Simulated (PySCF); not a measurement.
**Sn: excitation energy**

Sn [Kr] 4d10 5s2 5p2 (3P) → Sn [Kr] 4d10 5s1 5p2 6s1 (5P), as a difference of total energies. Calculation: PySCF 2.14, in aug-cc-pVTZ-PP with ECP28MDF; scalar relativity through the core potential. Correlated levels: valence: 4s2 4p6 4d10 frozen. The calculations carry no spin-orbit coupling.

| method | excitation energy (eV) |
| --- | --- |
| UHF | 8.216 |
| MP2 (valence) | 9.051 |
| SCS-MP2 (valence) | 9.343 |
| CCSD (valence) | 9.244 |
| CCSD(T) (valence) | 9.280 |

How much does correlation contribute at CCSD(T) (valence)?

9.280 − (8.216) = 1.064 eV, measured against UHF.

The upper state lies above the first ionisation limit, but in LS coupling its spin forbids autoionisation to the ground ion; at this Z spin-orbit coupling breaks that rule. A Rydberg-like electron needs more diffuse functions than a valence basis has.

The promoted electron is Rydberg-like, and one or two diffuse shells describe it only roughly, which tends to raise the upper state.
